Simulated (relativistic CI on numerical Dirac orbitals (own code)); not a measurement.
Method of calculation: Dirac-Coulomb-Breit CI, separate exchange-only KLI orbitals for each configuration, model QED, unscaled Slater integrals (own radial code, finite nucleus).

Configuration list (outside the closed core [Ar] 3d10 4s2): 4p⁶4d¹⁰4f¹², 4p⁶4d¹⁰4f¹¹5s, 4p⁶4d¹⁰4f¹⁰5s², 4p⁶4d¹⁰4f¹⁰5s5p, 4p⁶4d¹⁰4f¹¹5p, 4p⁶4d¹⁰4f¹⁰5p², 4p⁶4d¹⁰4f¹⁰5s5d, 4p⁶4d⁹4f¹³, 4p⁶4d¹⁰4f¹¹5d, 4p⁶4d⁹4f¹¹5s², 4p⁶4d⁸4f¹⁴, 4p⁶4d¹⁰4f¹¹6s, 4p⁶4d¹⁰4f¹¹5f, 4p⁶4d⁹4f¹²5s, 4p⁶4d¹⁰4f¹¹6p, 4p⁵4d¹⁰4f¹³, 4p⁶4d¹⁰4f¹¹6d, 4p⁶4d¹⁰4f¹¹5g, 4p⁶4d⁹4f¹²5p, 4p⁶4d¹⁰4f¹¹7s, 4p⁶4d¹⁰4f¹¹6g, 4p⁶4d¹⁰4f¹¹7d, 4p⁴4d¹⁰4f¹⁴, 4p⁵4d¹⁰4f¹²5s, 4p⁵4d⁹4f¹⁴. Levels of other configurations are missing.

At this charge transitions that keep the count of f electrons are usually good to a few per cent. Terms inside the open d or f shell come out 10 to 20 % too wide with unscaled integrals. Levels that differ in their count of f electrons can be misplaced by several ten thousand cm⁻¹, since the correlation energy of f electrons is missing or only estimated; rates across such gaps can be off by orders of magnitude.

Outline of the computed level scheme of Ir XX. Lowest level of each configuration: 4p⁶4d¹⁰4f¹² ³H6 at 0.0000 eV; 4p⁶4d¹⁰4f¹¹5s ⁵I°8 at 15.9379 eV.

Some strong electric-dipole decays among the lowest 45 levels: 4p⁶4d¹⁰4f¹¹5s ³I°5 → 4p⁶4d¹⁰4f¹² ³H6 (1.2e+04 s⁻¹); 4p⁶4d¹⁰4f¹¹5s ³S°1 → 4p⁶4d¹⁰4f¹² ³F2 (1.1e+04 s⁻¹); 4p⁶4d¹⁰4f¹¹5s ³G°5 → 4p⁶4d¹⁰4f¹² ³H6 (1.1e+04 s⁻¹); 4p⁶4d¹⁰4f¹¹5s ³F°4 → 4p⁶4d¹⁰4f¹² ³F4 (1.0e+04 s⁻¹); 4p⁶4d¹⁰4f¹¹5s ³G°5 → 4p⁶4d¹⁰4f¹² ³F4 (9.4e+03 s⁻¹); 4p⁶4d¹⁰4f¹¹5s ³F°3 → 4p⁶4d¹⁰4f¹² ³F2 (6.3e+03 s⁻¹); 4p⁶4d¹⁰4f¹¹5s ³I°5 → 4p⁶4d¹⁰4f¹² ³F4 (4.5e+03 s⁻¹); 4p⁶4d¹⁰4f¹¹5s ³H°6 → 4p⁶4d¹⁰4f¹² ³H5 (4.4e+03 s⁻¹).

LS names give the leading component of a level, which can be under half, so a name can repeat, a term be missing and a line seem to break the LS rules.
